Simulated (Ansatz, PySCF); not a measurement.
Process, species as SMILES: BC (CH5B) [methylborane] + [H][H] (H2) → B (BH3) + C (CH4)
Structures are relaxed separately at B3LYP-D3(BJ)/def2-TZVP in Ansatz (a first-principles code). Frequencies are from Ansatz or PySCF.
Geometry of the first species:
```xyz
7

B      0.8690    -0.0191     0.0480
C     -0.6804     0.0301    -0.0086
H      1.4362    -0.9603     0.5159
H      1.5284     0.8539    -0.4310
H     -1.1090     1.0318    -0.0666
H     -0.9283    -0.4579    -0.9677
H     -1.1895    -0.5528     0.7605
```
Charge 0, spin multiplicity 1.

Property: energy of full hydrogenation (enthalpy at 298 K, with B3LYP-D3(BJ) rigid-rotor harmonic-oscillator terms), in kJ/mol. Cores are frozen in the correlated levels unless marked. No spin-orbit coupling. No relativistic terms. CBS(X,Y): correlation extrapolated as X^-3; Hartree-Fock from the larger set.

```csv
level,program,energy of full hydrogenation (kJ/mol)
HF/aug-cc-pVDZ,Ansatz,-25.1
HF/def2-QZVPPD,Ansatz,-24.7
SVWN5/def2-TZVPD,Ansatz,14.3
TPSS/def2-TZVPD,PySCF,-4.3
M06-L-D4/def2-TZVPD,PySCF + dftd4,-13.9
PBE0/def2-TZVPD,Ansatz,-0.6
BHLYP-D4/def2-TZVPD,Ansatz + dftd4,-9.3
TPSSh-D4/def2-TZVPD,PySCF + dftd4,-2.9
LC-wPBE-D3(BJ)/def2-TZVPD,Ansatz + dftd3,-0.5
wB97M-V/def2-TZVPD,Ansatz,-0.8
PBE-QIDH/def2-TZVPD,Ansatz,-1.8
MP2/cc-pVDZ,Ansatz,-4.8
MP2/cc-pVQZ,Ansatz,-1.7
MP2/def2-QZVPP,Ansatz,-1.6
RI-MP2/def2-QZVPP,Ansatz,-1.6
CCSD/aug-cc-pVTZ,Ansatz,-8.8
CCSD(T)/6-31G*,Ansatz,-2.4
CCSD(T)/def2-TZVPP,Ansatz,-5.9
CCSD(T)/cc-pVQZ,Ansatz,-4.3
"CCSD(T)/CBS(def2-TZVPP,def2-QZVPP)",Ansatz,-3.1
"CCSD(T)/CBS(def2-TZVPPD,def2-QZVPPD)",Ansatz,-3.0
```
